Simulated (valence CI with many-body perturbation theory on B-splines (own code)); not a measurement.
## Forbidden lines of Pd²³⁺

Computed by valence CI with perturbative core correlation (CI+MBPT): five valence electrons over a frozen Dirac-Fock core [Ar], radial functions for each j: 7 s, 7 p, 8 d, 6 f, 4 g, 1 h, with the one-electron correlation potential Σ1 (screened to all orders), the two-electron term Σ2, the three-electron term Σ3, Breit, model QED; selected single and double excitations, second order for the rest, scaled by the run's own slope (own B-spline code, finite nucleus).

No measured spectrum was set against this ion. As an estimate, terms of the open shell hold to 2 to 4 % of their energy, and close levels can change places. Only levels of the ground parity were solved; by the run's estimate the other parity begins above the list, which can be wrong where configurations are misplaced.

Lines 51 to 100 of 120 in falling wavelength, among levels below 444410 cm⁻¹, chosen from the decays that carry over 1 % of a level's rate. Wavelengths and rates use the calculated energies, so an error of 3000 cm⁻¹ moves a line at 1728 Å by 5.2 % and its rate by three times that or more. Weak lines are less certain than strong ones. Lines between different terms over intervals too small for the method are left out, as are lines whose strength nearly cancels. Branching is blank where the lifetime is uncertain.

Names give the largest LS component (configuration and term), which can be under half, so a name can repeat, a term be missing and a line seem to break the LS rules; names also repeat where a configuration has a term twice. Letters in brackets count levels of one name in rising energy.

```
λ vac (Å)           Upper           Lower  Type   A (s⁻¹)  Branch %
     1728  3d5 2F_7/2 [a]  3d5 4G_5/2 [b]    M1  3.09e+01       3.3
     1682      3d5 4D_7/2  3d5 4G_5/2 [a]    M1  2.57e+01       2.1
     1665  3d5 2F_7/2 [c]  3d5 2F_5/2 [a]    M1  3.25e+02       7.7
     1648  3d5 2D_3/2 [a]      3d5 4D_3/2    M1  8.24e+02      22.6
     1570  3d5 2F_5/2 [b]      3d5 4D_3/2    M1  2.00e+02       3.4
     1550      3d5 4F_5/2      3d5 4D_7/2    M1  2.63e+02       4.5
     1540  3d5 2D_3/2 [a]      3d5 4D_1/2    M1  5.22e+02      14.3
     1531  3d5 2F_7/2 [a]      3d5 4G_7/2    M1  3.48e+01       3.7
     1508     3d5 2H_11/2  3d5 2G_9/2 [a]    M1  6.11e+02          
     1497     3d5 2I_13/2     3d5 4G_11/2    M1  1.77e+02      86.6
     1490      3d5 2H_9/2      3d5 4D_7/2    M1  2.43e+02       4.3
     1484  3d5 2F_7/2 [c]  3d5 2G_9/2 [a]    M1  1.34e+03      31.6
     1469      3d5 4D_5/2  3d5 4G_5/2 [a]    M1  5.91e+02      16.2
     1468      3d5 4F_3/2      3d5 4P_3/2    M1  2.53e+03      48.1
     1453     3d5 2H_11/2     3d5 2I_13/2    M1  1.07e+03          
     1442  3d5 2G_9/2 [a]     3d5 4G_11/2    M1  5.90e+02      42.7
     1378  3d5 2F_5/2 [a]  3d5 4G_5/2 [b]    M1  5.88e+03      66.9
     1376  3d5 2G_9/2 [a]      3d5 4G_7/2    M1  5.64e+02      40.8
     1338  3d5 2F_7/2 [c]  3d5 2F_7/2 [a]    M1  8.40e+02      19.8
     1321  3d5 2G_7/2 [a]      3d5 4D_7/2    M1  3.02e+02      14.6
     1315  3d5 2F_5/2 [a]      3d5 4P_3/2    M1  3.54e+02       4.0
     1315  3d5 2D_3/2 [a]      3d5 4D_5/2    M1  9.56e+02      26.3
     1265  3d5 2F_5/2 [b]      3d5 4D_5/2    M1  3.98e+02       6.7
     1257  3d5 2F_7/2 [b]      3d5 4D_5/2    M1  7.42e+02      10.8
     1250  3d5 2F_5/2 [a]      3d5 4G_7/2    M1  8.32e+02       9.5
     1201     3d5 2H_11/2     3d5 2I_11/2    M1  4.04e+03          
     1199      3d5 4D_3/2  3d5 4G_5/2 [a]    M1  2.51e+02       6.7
     1160  3d5 4G_5/2 [a]      3d5 6S_5/2    M1  2.64e+03     100.0
     1140  3d5 2F_5/2 [b]      3d5 4D_7/2    M1  1.17e+03      19.9
     1134  3d5 2F_7/2 [b]      3d5 4D_7/2    M1  2.36e+03      34.6
     1127  3d5 2G_9/2 [b]     3d5 2I_11/2    M1  7.79e+02      22.2
     1115  3d5 2F_7/2 [a]  3d5 4G_5/2 [a]    M1  1.18e+02      12.6
     1085      3d5 4F_5/2  3d5 4G_5/2 [b]    M1  9.94e+02      17.1
     1078      3d5 2H_9/2      3d5 4G_9/2    M1  2.69e+03      48.1
     1038  3d5 2F_7/2 [c]      3d5 4D_5/2    M1  5.85e+01       1.4
     1037      3d5 4F_3/2  3d5 4G_5/2 [a]    M1  2.05e+03      39.0
     1012      3d5 2H_9/2     3d5 4G_11/2    M1  1.07e+03      19.1
     1004      3d5 4F_5/2      3d5 4G_7/2    M1  1.00e+03      17.3
    986.8  3d5 2G_7/2 [a]      3d5 4G_9/2    M1  1.01e+03      48.6
    985.5  3d5 2D_3/2 [a]      3d5 4P_1/2    M1  5.98e+01       1.6
    978.4      3d5 2H_9/2      3d5 4G_7/2    M1  1.06e+03      18.9
    967.8  3d5 2G_7/2 [a]  3d5 4G_5/2 [b]    M1  4.90e+01       2.4
    958.1  3d5 2F_5/2 [a]  3d5 4G_5/2 [a]    M1  4.40e+02       5.0
    952.6  3d5 2F_7/2 [c]      3d5 4D_7/2    M1  3.03e+02       7.2
    914.0  3d5 2G_9/2 [b]      3d5 4D_7/2    M1  1.17e+03      33.3
    904.3      3d5 4G_7/2      3d5 6S_5/2    M1  1.21e+02      29.8
    890.4  3d5 2D_3/2 [a]  3d5 4G_5/2 [b]    M1  7.87e+01       2.2
    878.7  3d5 2F_7/2 [b]      3d5 4G_9/2    M1  2.23e+03      32.7
    872.7      3d5 4P_3/2      3d5 6S_5/2    M1  4.46e+03      93.6
    867.0  3d5 2F_5/2 [b]  3d5 4G_5/2 [b]    M1  9.67e+02      16.4
```
